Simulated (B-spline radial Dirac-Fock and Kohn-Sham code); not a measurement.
Auger decay of the 2p3/2 hole in Mo⁶⁺

System: Mo⁶⁺ in the configuration [Ar] 3d10 4s2 4p6.

Level of theory: independent-particle radiative and Coulomb Auger rates from relativistic LDA hole-state orbitals, with Dirac-Fock energies; a radial atomic solver. Kinetic energies are configuration averages from the vacuum level; the two-hole energies are estimated from single-hole states.

| transition | kinetic energy (eV) | width (meV) | share (%) |
| --- | --- | --- | --- |
| L3-M1M3 | 1482.3 | 62.7 | 3.9 |
| L3-M2M3 | 1572.7 | 104 | 6.4 |
| L3-M3M3 | 1590.1 | 148 | 9.1 |
| L3-M2M5 | 1740.1 | 64.0 | 4.0 |
| L3-M3M4 | 1755.4 | 144 | 8.9 |
| L3-M3M5 | 1760.7 | 219 | 13.6 |
| L3-M4M4 | 1920.1 | 20.3 | 1.3 |
| L3-M4M5 | 1922.7 | 397 | 24.5 |
| L3-M5M5 | 1926.5 | 268 | 16.6 |
| L3-M3N1 | 1943.7 | 12.1 | 0.7 |
| L3-M2N3 | 1962.0 | 13.6 | 0.8 |
| L3-M3N2 | 1976.6 | 17.4 | 1.1 |
| L3-M3N3 | 1980.1 | 44.6 | 2.8 |
| L3-M5N2 | 2145.7 | 10.3 | 0.6 |
| L3-M4N3 | 2145.8 | 17.9 | 1.1 |
| L3-M5N3 | 2149.1 | 29.9 | 1.9 |

The listed channels hold 97 % of the non-radiative rate. Summed by principal shells, of 1.62 eV in all: LMM 89.7 %, LMN 9.8 %, LNN 0.5 %.

Values without a named source are computed, but for edge energies of neutral atoms, which are taken from tables.
